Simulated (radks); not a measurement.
Problem. The phosphorus ion P9+ is in [He] 2s2 2p(1/2: 2, 3/2: 0). Method: Dirac Kohn-Sham, relativistic LDA (MacDonald-Vosko exchange, VWN5 correlation), spin-unpolarised, spherical densities, finite nucleus; Fermi nuclear charge, rms radius of each element as measured or else 0.836 A^(1/3) + 0.57 fm; computed with a radial shooting solver on a logarithmic mesh with Libxc functionals. Sub-shells are occupied by j as written (lower j first in brackets). One electron is removed from 1s1/2, 2p1/2, 2s1/2 in turn, with full relaxation. Which removal costs least, and what does each cost?

Solution. 2p1/2 421.92 eV; 2s1/2 455.54 eV; 1s1/2 2510.0 eV. The 2p1/2 electron leaves first.
